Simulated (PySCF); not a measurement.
## MTe anions for M along the third period

PBE0 with double-zeta basis sets in PySCF, for the lowest determinant that a PBE0 search found; no spin–orbit coupling. De refers to high-spin ground-configuration atoms (the charge goes to the atom of lower measured ionisation energy or higher electron affinity, which is not always the lowest computed limit). A positive dipole points towards Te; it is taken about the centre of mass and depends on that origin.

| M | basis | charged atom | state (unpaired electrons) | Re (Å) | ωe (cm⁻¹) | De (eV) | μ (D) |
| --- | --- | --- | --- | --- | --- | --- | --- |
| Na | aug-cc-pVDZ/aug-cc-pVDZ-PP | Te− | singlet (closed shell) | 2.726 | 249 | 1.41 | -4.80 |
| Mg | aug-cc-pVDZ/aug-cc-pVDZ-PP | Te− | doublet (σ ↑) | 2.564 | 321 | 1.72 | 1.00 |
| Al | def2-SVPD | Te− | singlet (closed shell) | 2.464 | 368 | 3.74 | 2.36 |
| Si | def2-SVPD | Te− | doublet (π ↑) | 2.408 | 395 | 3.56 | 2.77 |
| P | def2-SVPD | Te− | triplet (π ↑↑) | 2.371 | 395 | 2.99 | 2.38 |

The shortest bond is that of TeP⁻ (2.371 Å), the longest that of NaTe⁻ (2.726 Å).

The rows differ in basis set, which adds steps of its own.

The state changes along the series, so neighbouring rows are not always alike in their bonding.

These are scalar-relativistic numbers at best; spin–orbit coupling would shift them, the dissociation energy most. For an ion De counts to the pair picked by the measured ionisation energies or electron affinities, which need not be the lowest pair at this level. The highest Kohn–Sham level is positive in some of these anions. Much of that is self-interaction error, but it also means that the finite basis helps to hold the extra electron. States were picked by a PBE0 search and need not be the measured ground states.
